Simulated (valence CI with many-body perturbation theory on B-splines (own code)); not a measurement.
A CI+MBPT run for Pt¹⁴⁺

Calculated by configuration interaction combined with many-body perturbation theory (CI+MBPT): four valence electrons over a frozen Dirac-Fock core [Kr] 4d10 4f14, a basis of 11 s, 11 p, 9 d, 7 f, 5 g, 2 h, 1 i functions for each j, with the one-electron correlation potential Σ1 (screened to all orders), the two-electron term Σ2, the three-electron term Σ3, Breit, model QED; selected single and double excitations, second order for the rest (own B-spline code, finite nucleus).

Command, and the settings that its task file holds:

```sh
python run_cv.py task.json out
```

```
atom Pt  Z=78  mass_number=195  rms_radius_fm=5.4270
core [Kr] 4d10 4f14
valence 5s2 5p2
avg = 1
basis = L
breit = 1
cap = 40000
capref = 1200
cscale = 1
de = 0.0
dress = 0
eps = 2e-08
h = 0.27
hh = 1
l2 = 3
lcore = 6
maxit = 60
n2 = 5
natural = 1
nlev = 60
nno = [7, 7, 6, 5, 4, 2, 1]
nroot = 26
nsp = [4, 4, 3, 2, 1, 0, 0]
pt2 = 1
qed = 1
rpa = 1
s1 = 1
s2 = 1
s3 = 1
screen = 1
tol = 2e-05
```

It took 2.1 min on 1 thread of Intel(R) Xeon(R) Platinum 8259CL CPU @ 2.50GHz (Skylake/Cascade Lake), with other jobs on the host.

Log. The first blocks belong to the next ion, which gives the ionisation energy. Fields: 2J, parity (1 odd), roots, reference size, generating configurations, candidates as configurations/state functions, variational space P, stored matrix elements, Davidson steps; e2 is the range of second-order energies in hartree. The first line gives the box (bohr), its intervals, the orbitals and the steps of their self-consistent field. Window is the range of levels sought, series limit the energy at which the first omitted orbital would enter, core excitation an estimate of the first excitation out of the core, left out the lowest levels not solved, and shifts from estimates the range by which levels moved from their first estimate, all in cm⁻¹.

```
rmax 12.6 intervals 62 orbitals 81 references ['5s2 5p2', '5s 5p3', '5s2 5p 5d', '5p4', '5s 5p2 5d'] scf 5 t 2.4
2J=1 par=1 roots 2 ref 34 generators 5 cand 5264/7991 P 1652/2415 nnz 0 it 5
2J=1 par=1 roots 2 ref 34 generators 14 cand 7284/11075 P 2493/3667 nnz 2e+06 it 4
   second order: generators 28 cand 13164/20248 e2 -0.00002 -0.00001
reference levels 704, estimated 3, window 156498 1/cm; series limit 1930676, core excitation 241785
2J=0 par=0 roots 1 ref 34 generators 5 cand 11638/20258 P 1510/1904 nnz 0 it 4
2J=0 par=0 roots 1 ref 34 generators 6 cand 12378/21061 P 2353/3245 nnz 1.1e+06 it 5
   second order: generators 16 cand 30090/53817 e2 -0.00005 -0.00005
2J=2 par=0 roots 1 ref 66 generators 4 cand 14053/55773 P 1636/5164 nnz 4.9e+06 it 4
2J=2 par=0 roots 1 ref 66 generators 8 cand 15530/64346 P 2449/7734 nnz 9e+06 it 5
   second order: generators 16 cand 34780/141158 e2 -0.00008 -0.00008
2J=4 par=0 roots 1 ref 94 generators 5 cand 15335/80514 P 2109/6721 nnz 7.5e+06 it 4
2J=4 par=0 roots 1 ref 94 generators 12 cand 21071/120930 P 2987/10017 nnz 1.4e+07 it 5
   second order: generators 20 cand 41327/232200 e2 -0.00012 -0.00012
left out: unestimated 310006, estimated none, shifts from estimates 0 to 43
operators 13.3
```

The Davidson iterations converged.

No measured levels were compared; by estimate levels hold to about 250 cm⁻¹ or 0.2 % of their energy and the worst to 1 %, as in measured heavy ions of charge 2 to 7. Only levels of the ground parity were solved; by the run's estimate the other parity begins above the list, which can be wrong where configurations are misplaced.

* Valence energy: -56.3434 hartree
* Ionisation energy: 327.03 eV (NIST: 332 ± 16 eV (theoretical))
* Reference configurations for the orbitals: 5s2 5p2, 5s 5p3, 5s2 5p 5d, 5p4, 5s 5p2 5d
* Radial orbitals: 81
* Box radius: 12.56 bohr
* Largest variational space: 10017
* Lowest levels: (5s^2 5p1/2^2) J=0 0.000, (5s^2 5p1/2 5p3/2) J=1 17.669, (5s^2 5p1/2 5p3/2) J=2 19.409 eV

Levels are named by their leading jj configuration (3d3/2^4 stands for four electrons in 3d with j = 3/2), which in mixed levels can hold well under half, so a name can repeat and another be missing.
